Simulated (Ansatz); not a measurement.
BH3Br− (SMILES [BH3-]Br): the energy, rung by rung

BH3Br− has 5 atoms, charge -1, and is taken as a singlet. SMILES: `[BH3-]Br`. The shape is that of a GFN2-xTB optimisation.

```xyz
5

B     0.1055   -0.0473    0.1457
Br   -1.0442    0.4678   -1.4413
H     1.2341   -0.2172   -0.2603
H    -0.3525   -1.0667    0.6130
H     0.0571    0.8634    0.9429
```

Quantity: the energy change with the B1–H5 bond stretched from 1.211 to 2.423 Å, in eV. The values are calculated.

```tsv
level	kind	program	value (eV)	less FCI/STO-3G	CPU time (all runs)
PBE/STO-3G (restricted)	GGA	Ansatz	4.67	-0.09	2.5 s
PBE0/STO-3G (restricted)	global hybrid	Ansatz	5.27	+0.51	2.4 s
r2SCAN0/STO-3G (restricted)	hybrid meta-GGA	Ansatz	5.45	+0.69	5.7 s
HSE06/STO-3G (restricted)	range-separated hybrid	Ansatz	5.26	+0.50	3 s
wB97M-V/STO-3G (restricted)	range-separated hybrid	Ansatz	5.36	+0.60	32 s
MP2/STO-3G (restricted)	perturbation theory	Ansatz	5.48	+0.72	0.42 s
CCSDT/STO-3G (restricted)	coupled cluster or CI	Ansatz	4.75	-0.01	1 s
CCSDTQ/STO-3G (restricted)	coupled cluster or CI	Ansatz	4.76	0.00	39 s
FCI/STO-3G	exact in the basis	Ansatz	4.76	0.00	20 s
```

FCI/STO-3G is exact within its basis and frozen core, so for wave-function methods in that basis the difference is their error; functionals converge differently with the basis, so for them it is only a difference. All-electron rows without a relativistic Hamiltonian named are non-relativistic. Sets without diffuse functions describe the anion poorly. The first shape isn't each level's own minimum. The values span 4.67 to 5.48 eV. All rows use very small basis sets, so even the best lies far from the true value. In the correlated wave-function rows the outer d shell of Br is correlated, in sets not made for it. Times are those of the runs behind each value, whatever else they computed, on shared processors of several kinds: orders of magnitude only.
